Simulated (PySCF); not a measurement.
Write a Z-matrix for InChI=1S/C8H4F2O2S/c9-6-2-1-3-7-5(6)4-8(10)13(7,11)12/h1-4H as optimised with PBE0-D3(BJ)/def2-SVP.

Z-matrix in Å and degrees, rows numbered from 1:
```
O 
S   1  1.4535
O   2  1.4539  1  120.77
C   2  1.8139  1  109.54  3   129.29
F   4  1.3065  2  118.03  1   -67.04
C   4  1.3351  2  112.86  1   112.73
C   6  1.4665  4  112.04  2     0.20
C   7  1.3897  6  127.86  4   179.24
F   8  1.3284  7  119.27  6     0.26
C   8  1.3934  7  120.95  6  -179.63
C  10  1.3931  8  120.02  7    -0.04
C  11  1.3997 10  120.64  8     0.08
C  12  1.3813 11  117.48 10    -0.06
H   6  1.0897  4  124.75  2  -179.76
H  10  1.0914  8  118.57  7   179.88
H  11  1.0917 10  119.50  8   179.97
H  12  1.0914 11  121.47 10   179.89
```

The 6-membered ring C7–C8–C10–C11–C12–C13 has internal angles of 117.2° to 123.7°; it is planar, 0.00 Å rms from its mean plane, widest ring torsion 0°. The C–S distances run from 1.783 Å (S2–C13, drawn single) to 1.814 Å (S2–C4, drawn single), a spread of 0.031 Å. The C–F distances run from 1.306 Å (C4–F5, drawn single) to 1.328 Å (C8–F9, drawn single), a spread of 0.022 Å. S2 (sulfonyl sulfur) has angles from 90.7° to 120.8°.

Computed with PySCF, PBE0-D3(BJ)/def2-SVP geometry optimisation, gas phase.

Point group: Cs (tolerance 0.08 Å). No frequency check.
